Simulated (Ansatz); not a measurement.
Mulliken charges of CH5B2N (`BC=NB`) from PBE/def2-TZVPP in Ansatz (PBE0-D4/def2-TZVP geometry).

```tsv
atom	x (Å)	y (Å)	z (Å)	charge (e)
B1	0.775	1.326	-0.905	-0.026
C2	-0.183	0.095	-0.846	-0.104
N3	-0.355	-0.552	0.219	0.161
B4	-0.516	-1.223	1.370	-0.221
H5	0.932	1.916	-1.931	0.029
H6	1.341	1.657	0.091	0.029
H7	-0.733	-0.242	-1.734	0.104
H8	0.214	-2.143	1.604	0.014
H9	-1.387	-0.880	2.116	0.014
```

Task: By hand: the dipole of these point charges (1 e Å = 4.8032 D).

Result: Σ q r = (0.029, 0.173, -0.338) e Å, of length 0.381 e Å = 1.83 D.

Task: How does the dipole of the full density compare? (Estimate.)

Result: Ansatz gave: (-0.030, 0.061, -0.241) e Å, 1.20 D; the point charges give 1.53 times that, at 17° from its direction.

Point charges leave out the atoms' own dipoles, such as those of lone pairs, and Mulliken's split depends on the basis, so the two needn't agree.
